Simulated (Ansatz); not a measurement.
Cartesian coordinates in Å:
```
O 0.656 -1.446 0.935
Hf 0.096 0.219 0.238
F 1.546 1.425 0.022
S -0.855 -0.277 -1.954
Cl -1.500 1.249 1.623
H 1.018 -2.206 1.379
H -0.962 1.035 -2.243
```

Charge 0, multiplicity 1. Hf takes the def2 core potential.

Q: List the r2SCAN/def2-TZVPP orbital energies in eV (the Gaussian-basis code of Ansatz). (An estimate is asked.)

A: Ansatz gave: Occupied: -2753.16, -2409.03, -665.99, -516.59, -254.56, -213.50, -193.03, -192.99, -192.99, -157.57, -157.44, -157.41, -66.93, -36.39, -36.02, -35.76, -29.77, -26.18, -20.80, -18.56, -13.81, -11.23, -10.80, -10.67, -10.44, -9.60, -9.31, -9.16, -8.53, -8.39, -7.89, -6.92. Lowest empty: -1.72, -1.55, -1.03, -0.85, -0.60, -0.30, 0.71, 1.47.
